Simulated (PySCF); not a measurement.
**Electronic absorption of C8H9N**

Compound: C8H9N.
SMILES: `C=C1C[C@@H]1N1C=CC=C1`

Method used: TDDFT PBE0/def2-SVPD, vertical, gas phase, core orbitals frozen in the response in PySCF. One conformer (not necessarily the lowest) at the GFN2-xTB geometry, without solvent, vibrations or thermal averaging. Torsions of this conformer, `[CH2:1]=[C:2]1[CH2:3][C@@H:4]1[n:5]1[cH:6][cH:7][cH:8][cH:9]1`: C3–C4–N5–C6 -126°.

```csv
state,E (eV),ν̃ (cm⁻¹),f,"main configurations (H = HOMO, L = LUMO)"
S1,4.78,38520,0.0044,H→L (100%)
S2,5.38,43370,0.020,H-1→L (97%)
S3,5.94,47920,0.0008,"H→L+1 (87%), H→L+4 (8%)"
S4,6.32,50960,0.074,H→L+2 (83%)
S5,6.43,51840,0.019,H→L+3 (83%)
S6,6.53,52690,0.027,"H-1→L+2 (32%), H-1→L+1 (27%), H→L+4 (12%)"
```

Triplets, Tamm–Dancoff:

```json
{"state": "T1", "E (eV)": "4.19", "λ (nm)": "295.8", "main configurations (H = HOMO, L = LUMO)": "H→L (41%), H→L+2 (36%), H-2→L (10%)"}
{"state": "T2", "E (eV)": "4.37", "λ (nm)": "283.4", "main configurations (H = HOMO, L = LUMO)": "H-2→L (75%), H→L+2 (14%)"}
```

The lowest singlet lies at 4.78 eV (260 nm, ultraviolet) and is very weak; its leading configuration is HOMO→LUMO (100%). The most intense listed level is S4 at 6.32 eV (196 nm, f = 0.074), 1.54 eV above S1. Löwdin shares by element: HOMO carbon 83% or more (atoms not listed hold the other 17%); LUMO carbon 67% or more (atoms not listed hold the other 33%). Orbital energies (eV): HOMO-3 -8.80, HOMO-2 -8.01, HOMO-1 -6.80, HOMO -6.07, LUMO -0.39, LUMO+1 0.81, LUMO+2 0.97. The listed states span 1.76 eV, and the widest gap between neighbours is 0.60 eV (S1 to S2). Of the 6 states listed, 4 reach f = 0.01 and none stays under 0.0005. The window holds the lowest 6 singlets.

Hardware: one thread of an Arm Neoverse N1, no GPU, on a shared host. Cost: 94 s (with the writing of density and orbital grids), 0.99 GiB resident at most.
